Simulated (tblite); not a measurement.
Species: C5H2F6.
Atom-mapped SMILES: `[F:1][C:2]([F:3])([F:4])[C:5]#[C:6][CH2:7][C:8]([F:9])([F:10])[F:11]` (hydrogens: H12, H13 on C7)

Computed with GFN2-xTB (tblite), gas phase: nudged elastic band of 9 images (0 to 8), spring 0.2 eV/Å², climbing image at the end, force threshold 0.05 eV/Å. No saddle search or frequency run followed, so the top image need not be a first-order saddle, and its height can exceed the method's true barrier by a kcal/mol or more.

The band describes a rotation about C7–C8 (propargylic carbon, CF3 carbon), followed by the dihedral C6–C7–C8–F9, from the optimised start (-60°) to a second optimised geometry at 61°.

Question: How does the energy change from image to image?

Answer: 
```tsv
image	dihedral (°)	E (kcal/mol)	C7–C8 (Å)	C6···F9 (Å)	largest true force (eV/Å)
0	-60	0.00	1.528	2.86	0.01
1	-46	0.30	1.528	2.73	0.04
2	-30	0.96	1.532	2.66	0.04
3	-15	1.62	1.536	2.61	0.04
4	1	1.88	1.538	2.60	0.04
5	17	1.57	1.536	2.61	0.05
6	32	0.89	1.532	2.66	0.06
7	47	0.26	1.528	2.74	0.04
8	61	0.00	1.528	2.86	0.01
```

Barriers of this band. The top is image 4 at 1°: 1.9 kcal/mol in either direction, as the ends lie within 0.002 eV of each other (their dihedrals are equal and opposite within 4°). The central bond is 0.010 Å longer at the top than at the start.

Question: What rate follows at 350 K for crossing this barrier forward?

Answer: Taking the electronic barrier for the free energy of activation (no zero-point or entropy terms, transmission 1), rate = (kT/h)·exp(−ΔE/kT) ≈ 5 × 10^11 s⁻¹, whose inverse is 2 × 10^-12 s. An error of 1 kcal/mol in the barrier changes this by a factor of 4, and the method and the loose band can each miss by that much or more. The barrier is only 2.7 kT, where transition-state theory is rough.

What follows is the cost of the whole band run. The run took 2.5 s wall on Arm Neoverse V2, one thread, shared host, and the process peaked at 0.18 GiB of memory.
